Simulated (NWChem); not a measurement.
# C2H5ClSi; SMILES [SiH3]/C=C\Cl

```xyz
9

Si    -0.4331     1.6946     0.0000
C      1.0689     0.5667     0.0000
C      1.0181    -0.7669     0.0000
Cl    -0.4667    -1.6554     0.0000
H     -1.2708     1.4659     1.2155
H     -1.2708     1.4659    -1.2155
H      0.0454     3.1096     0.0000
H      2.0758     1.0002     0.0000
H      1.8949    -1.4211     0.0000
```
Atoms are numbered in this order, from 1.

All runs: NWChem. Medium grid unless said otherwise, to which SCAN and Minnesota functionals are sensitive. Geometry: optimised at PBE0/def2-SVP.

For level LRC-wPBEh/def2-SVP:

- highest occupied level (eV): -9.44
- orbital gap (eV): 10.37
- dipole (D): 1.37

Problem. Estimate the same quantities for level M06/def2-SVP.

Solution. 
- highest occupied level (eV): -7.53
- orbital gap (eV): 6.83
- dipole (D): 1.21
